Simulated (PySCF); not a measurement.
C5H7NO2.
Atom-mapped SMILES: `[CH3:1][O:2][C@@:3]1([CH3:4])[O:5][C@H:6]1[C:7]#[N:8]` (hydrogens: H9, H10, H11 on C1; H12, H13, H14 on C4; H15 on C6)

Cartesian coordinates in Å at the GFN2-xTB level; atoms count from 1:
```xyz
15
C5H7NO2 angstrom
C      1.9757   -0.4486    0.2045
O      0.6620   -0.4234    0.7419
C     -0.2740    0.2115   -0.0476
C     -0.3766    1.7092    0.1309
O     -0.4662   -0.2934   -1.3294
C     -1.4861   -0.5750   -0.3960
C     -1.6211   -1.9271    0.0507
N     -1.7415   -3.0060    0.4075
H      1.9711   -0.8714   -0.8034
H      2.4135    0.5541    0.1792
H      2.5510   -1.0851    0.8721
H     -0.6328    1.9317    1.1641
H     -1.1328    2.1167   -0.5341
H      0.5812    2.1699   -0.1018
H     -2.4279   -0.0550   -0.5606
```

Computed at PBE0/pcSseg-1 (PySCF, non-relativistic), with Q(17O) = −0.0256 b, Q(14N) = 0.02044 b: O2, 17O (I = 5/2): χzz = -12.13 MHz, η = 0.985; O5, 17O (I = 5/2): χzz = 12.90 MHz, η = 0.239; N8, 14N (I = 1): χzz = -4.804 MHz, η = 0.128.

**Question.** Where would the pure quadrupole (NQR) lines of 17O at O2 fall for the rigid, isolated species?

**Answer.** From the eigenvalues of H = χ/[4I(2I − 1)] × [3Iz² − I(I + 1) + η(Ix² − Iy²)], steps between neighbouring levels, labelled as for η = 0: ±1/2↔±3/2 3.179 MHz, ±3/2↔±5/2 3.218 MHz (ether oxygen).

**Question.** Find the zero-field quadrupole resonance frequencies of 17O at O5.

**Answer.** From the eigenvalues of H = χ/[4I(2I − 1)] × [3Iz² − I(I + 1) + η(Ix² − Iy²)], steps between neighbouring levels, labelled as for η = 0: ±1/2↔±3/2 2.053 MHz, ±3/2↔±5/2 3.828 MHz (epoxide oxygen).

**Question.** Find the zero-field quadrupole resonance frequencies of 14N at N8.

**Answer.** From ν± = (3/4)|χ|(1 ± η/3) and ν0 = |χ|η/2: ν+ 3.757 MHz, ν− 3.450 MHz, ν0 0.307 MHz (nitrile nitrogen).

In a crystal, neighbours and librations shift these lines. GFN2-xTB bond lengths can be off by several hundredths of an ångström, more for odd bonds, and the gradients follow them. A larger basis could move these couplings by a tenth or more.

These values come from a run that also computed NMR shieldings. On Arm Neoverse V1, one thread, no GPU, shared host with 32 logical CPUs at a one-minute load of 14, this took 22 s and 0.76 GiB of memory at its peak.

One conformer stands for the species.
